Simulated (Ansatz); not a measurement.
Isolated molecules relaxed with PBE0-D4/def2-TZVP in Ansatz; ΔE leaves out vibrations. CCSD(T)/CBS is the MP2 limit (def2-TZVPP, def2-QZVPP) plus CCSD(T) − MP2 in def2-TZVPP, frozen cores. This one scheme is used for every species. Functionals use def2-TZVPP. Elements past krypton have def2 core potentials. For Te outer-core shells are correlated without core-valence functions, which leaves a few kJ/mol of doubt a bond. Each species was taken in one conformer, which may not be the lowest.

Reaction (ligand exchange at the Si–Te bond): `C[SiH2][SiH2][TeH]` + `BS` → `BS[SiH2][SiH2]C` + H₂Te

`C[SiH2][SiH2][TeH]`:

Cartesian coordinates in Å:
```
C 0.244 -0.309 -1.807
Si -0.652 -0.811 -0.242
Si -0.539 0.901 1.345
Te 1.873 1.417 1.789
H -0.238 0.555 -2.269
H 0.246 -1.127 -2.531
H 1.279 -0.041 -1.583
H -0.019 -2.015 0.368
H -2.077 -1.143 -0.528
H -1.081 2.186 0.822
H -1.257 0.574 2.607
H 2.220 -0.187 2.029
```

`BS`:

```xyz
5

B    -0.118    0.473    0.314
S     0.193   -1.251    0.098
H    -0.319    0.828    1.433
H    -0.124    1.223   -0.610
H     0.367   -1.274   -1.235
```

`BS[SiH2][SiH2]C`:

Cartesian coordinates in Å:
```
B 1.245 0.377 -2.427
S 0.208 1.589 -1.654
Si -1.325 0.315 -0.795
Si -0.388 -0.934 0.947
C 0.422 0.210 2.190
H 2.209 0.783 -3.001
H 0.987 -0.788 -2.379
H -2.371 1.246 -0.291
H -1.916 -0.520 -1.873
H -1.456 -1.751 1.592
H 0.613 -1.866 0.359
H 0.898 -0.362 2.989
H -0.314 0.879 2.640
H 1.186 0.822 1.704
```

H₂Te:

Cartesian coordinates in Å:
```
Te 0.520 0.349 0.461
H -0.937 0.786 -0.195
H 0.417 -1.135 -0.266
```

```csv
level,ΔE (kcal/mol)
B2PLYP,3.8
PBE,4.4
```

Q: What does CCSD(T)/CBS give? (Estimate.)

A: The calculation gave: +4.3 kcal/mol. The listed levels differ from it by -0.5, 0.1 kcal/mol.

Largest T1 diagnostic among the species: 0.015.

CCSD(T)/CBS has its own doubt, a few kJ/mol and more with outer-core shells, so smaller differences from it don't rank the levels.
